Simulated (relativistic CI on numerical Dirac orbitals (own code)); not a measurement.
# Er¹⁶⁺: q coefficients and field-shift factors

Method of calculation: Dirac-Coulomb-Breit CI, orbitals from a KLI potential per configuration, derivatives by finite differences, unscaled Slater integrals, QED left out (own radial code, finite nucleus).

CI space (outside the closed core [Kr] 4d10): 4f⁶, 4f⁵5s, 4f⁴5s². Levels of other configurations are missing.

With x = (α/α₀)² − 1 an excitation energy changes as ω = ω₀ + qx; K = 2q/ω₀ is the relative enhancement. Terms are leading LS components, so labels can repeat. The field-shift factor is F = δν/δ⟨r²⟩ for the transition from the lowest level.

Lowest level 4f⁶ ⁷F0.

| Level | ω₀ (cm⁻¹) | q (cm⁻¹) | K | F (GHz/fm²) |
| --- | --- | --- | --- | --- |
| 4f⁶ ⁷F1 | 1239.0 | 2438 | 3.94 | 0.0817 |
| 4f⁶ ⁷F2 | 3175.9 | 5392 | 3.4 | 0.187 |
| 4f⁶ ⁷F3 | 5452.0 | 8147 | 2.99 | 0.292 |
| 4f⁶ ⁷F4 | 7864.5 | 10500 | 2.67 | 0.388 |
| 4f⁶ ⁷F5 | 10290.7 | 12370 | 2.4 | 0.472 |
| 4f⁶ ⁷F6 | 12633.2 | 13630 | 2.16 | 0.542 |
| 4f⁶ ⁵D0 | 29710.4 | -5659 | -0.381 | 0.264 |
| 4f⁶ ⁵D1 | 34643.5 | 1295 | 0.0748 | 0.508 |
| 4f⁶ ⁵D2 | 40846.3 | 7256 | 0.355 | 0.748 |
| 4f⁶ ⁵L6 | 44582.0 | 1095 | 0.0491 | 0.415 |
| 4f⁶ ⁵L7 | 47600.5 | 6122 | 0.257 | 0.58 |
| 4f⁶ ⁵D3 | 47649.1 | 12050 | 0.506 | 0.971 |
| 4f⁶ ⁵G6 | 49812.4 | 4432 | 0.178 | 0.678 |
| 4f⁶ ⁵G2 | 49898.8 | 4774 | 0.191 | 0.842 |
| 4f⁶ ⁵L8 | 49961.1 | 9114 | 0.365 | 0.692 |
| 4f⁶ ⁵G5 | 50254.1 | 5295 | 0.211 | 0.723 |
| 4f⁶ ⁵G3 | 50505.9 | 6226 | 0.247 | 0.826 |
| 4f⁶ ⁵G4 | 50600.2 | 6473 | 0.256 | 0.79 |
| 4f⁶ ⁵L9 | 51669.0 | 10730 | 0.415 | 0.762 |
| 4f⁶ ⁵L10 | 52363.8 | 10140 | 0.387 | 0.765 |
| 4f⁶ ⁵D4 | 55113.5 | 16510 | 0.599 | 1.2 |
| 4f⁶ ⁵H7 | 58408.7 | 7313 | 0.25 | 0.71 |
| 4f⁶ ⁵H3 | 58878.7 | 9651 | 0.328 | 0.824 |

At this charge energies of transitions that change n are usually good to better than 1 %, and those within a shell (Δn = 0) to a few per cent. Terms inside the open d or f shell come out 10 to 20 % too wide with unscaled integrals.
